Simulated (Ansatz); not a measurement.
Basis-set extrapolation for C₂H₅FOSi, SMILES `C=C(F)[SiH2]O` (PBE0-D4/def2-TZVP geometry, frozen core, Ansatz). Multiplicity 1, RHF reference.

```tsv
	def2-TZVPP	def2-QZVPP
HF	-542.023125	-542.043934
MP2 correlation	-0.927156	-1.001497
CCSD(T) correlation	-0.996444	not run
```

Energies in hartree. Use E(X) = E(∞) + A·exp(−7.88·√X) for Hartree–Fock and E(X) = E(∞) + B·X^(−2.97) for correlation, with X = 3 and 4, and add CCSD(T) minus MP2 of the smaller set to the MP2 limit.

What is the CCSD(T) energy at the basis-set limit?

HF limit: -542.043934 + (-0.020809) × 0.13774 = -542.04680. MP2 limit: -1.001497 + (-0.074341) × 0.74074 = -1.05656. Higher-order term: -0.996444 − (-0.927156) = -0.06929. Total: -543.17265 hartree, 4.17 eV below CCSD(T)/def2-TZVPP.
